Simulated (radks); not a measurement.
Valence configurations of Ba I (all share [Xe]). Method: scalar-relativistic Kohn-Sham, PBEsol, spin-unpolarised, spherical densities, point nucleus; computed with a radial shooting solver on a logarithmic mesh with Libxc functionals. Energies are relative to 6s2; eigenvalues in eV.

valence          E (eV)   e(4f)   e(5d)   e(6p)   e(6s)
6s2               0.000       -       -       -  -3.247
6s1.5 6p0.5       1.017       -       -  -1.498  -3.548
5d1 6s1           1.341       -  -1.358       -  -2.805
6s1 6p1           2.050       -       -  -1.735  -3.819
5d1 6s0.5 6p0.5   2.251       -  -1.747  -1.268  -3.094
5d1 6p1           3.167       -  -2.111  -1.507       -
4f1 6s1           4.201  -0.338       -       -  -4.943
4f1 6s0.5 6p0.5   5.342  -0.303       -  -2.678  -4.915
4f2               8.832  -0.472       -       -       -

NIST lists [Xe] 6s2 as the ground configuration; this level of theory agrees among the configurations tried. The energies are those of spherical spin-averaged densities, not of single terms.
